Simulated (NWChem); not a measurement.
C4H12Si; SMILES C[Si](C)(C)C

Results from NWChem. Pople sets run with spherical d functions. Each level has its own optimisation; frequencies are unscaled.

```json
[
 {"level": "Hartree-Fock/STO-3G", "r C–Si (Å)": "1.864", "r C–H (Å)": "1.082", "highest harmonic frequency (cm⁻¹)": "3749", "lowest (cm⁻¹)": "133", "zero-point energy (kcal/mol)": "113.6"},
 {"level": "Hartree-Fock/3-21G", "r C–Si (Å)": "1.919", "r C–H (Å)": "1.087", "highest harmonic frequency (cm⁻¹)": "3246", "lowest (cm⁻¹)": "129", "zero-point energy (kcal/mol)": "99.2"},
 {"level": "Hartree-Fock/6-31G*", "r C–Si (Å)": "1.894", "r C–H (Å)": "1.088", "highest harmonic frequency (cm⁻¹)": "3248", "lowest (cm⁻¹)": "147", "zero-point energy (kcal/mol)": "98.5"},
 {"level": "B3LYP/6-31G*", "r C–Si (Å)": "1.896", "r C–H (Å)": "1.097", "highest harmonic frequency (cm⁻¹)": "3111", "lowest (cm⁻¹)": "138", "zero-point energy (kcal/mol)": "93.1"},
 {"level": "LDA (Slater exchange, VWN5)/def2-SVP", "r C–Si (Å)": "1.874", "r C–H (Å)": "1.111", "highest harmonic frequency (cm⁻¹)": "3073", "lowest (cm⁻¹)": "145", "zero-point energy (kcal/mol)": "89.0"},
 {"level": "PBE/def2-SVP", "r C–Si (Å)": "1.898", "r C–H (Å)": "1.110", "highest harmonic frequency (cm⁻¹)": "3066", "lowest (cm⁻¹)": "142", "zero-point energy (kcal/mol)": "89.6"},
 {"level": "BLYP/def2-SVP", "r C–Si (Å)": "1.907", "r C–H (Å)": "1.110", "highest harmonic frequency (cm⁻¹)": "…", "lowest (cm⁻¹)": "139", "zero-point energy (kcal/mol)": "89.3"},
 {"level": "PBE0/def2-SVP", "r C–Si (Å)": "1.886", "r C–H (Å)": "1.102", "highest harmonic frequency (cm⁻¹)": "3155", "lowest (cm⁻¹)": "146", "zero-point energy (kcal/mol)": "92.3"}
]
```

### Question
Complete the blanks.

### Answer

- BLYP/def2-SVP, highest harmonic frequency (cm⁻¹): 3028
